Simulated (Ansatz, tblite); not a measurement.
Spin states of the cluster Li₄⁺ (the lowest doublet isomer of a short search), each relaxed with B3LYP/def2-TZVP in Ansatz. Electronic energies in the gas phase.

The xTB rows come from tblite. Correlated methods freeze no core orbitals; core or outer-core shells of Li are correlated, in sets that lack core-valence functions. The structure comes from a short search, and lower isomers may exist.

Doublet geometry (D2h within 0.1 Å):

Cartesian coordinates in Å:
```
Li 0.0101 1.2571 -0.5724
Li 1.8646 0.8716 1.9462
Li -1.8630 -0.8689 -1.9489
Li -0.0117 -1.2598 0.5750
```

Quartet geometry (D4h within 0.1 Å):

```xyz
4

Li   -0.540   -0.285   -2.344
Li   -1.926    1.454    0.266
Li    1.926   -1.454   -0.267
Li    0.540    0.285    2.346
```

⟨S²⟩: doublet 0.77 at PBE0/def2-TZVP (pure 0.75), quartet 3.75 at PBE0/def2-TZVP (pure 3.75).

Only these spin states were relaxed. The quartet has other bonds than the doublet, so the gap mixes isomer and spin.

```tsv
level	quartet − doublet (kcal/mol)	lowest of these	remarks
GFN1-xTB	48.4	doublet	–
GFN2-xTB	51.6	doublet	–
HF/STO-3G	20.1	doublet	spin-contaminated (⟨S²⟩ 0.83) (doublet)
HF/def2-TZVP	14.9	doublet	spin-contaminated (⟨S²⟩ 0.83) (doublet)
PBE/def2-TZVP	32.1	doublet	–
r2SCAN/def2-TZVP	28.1	doublet	–
B97M-V/def2-TZVP	34.0	doublet	–
r2SCANh/def2-TZVP	28.7	doublet	–
BHLYP/def2-TZVP	35.9	doublet	–
CAM-B3LYP/def2-TZVP	36.8	doublet	–
RPA@PBE/def2-TZVP	25.4	doublet	–
CCSD(T)/def2-TZVPP	30.2	doublet	spin-contaminated (⟨S²⟩ 0.83) (doublet)
```

Change of the quartet − doublet gap on mixing in exact exchange, in kcal/mol: r2SCAN to r2SCANh (10 % exact exchange) 0.6.

The xTB methods have no term that favours high spin, so they put low spin too low.
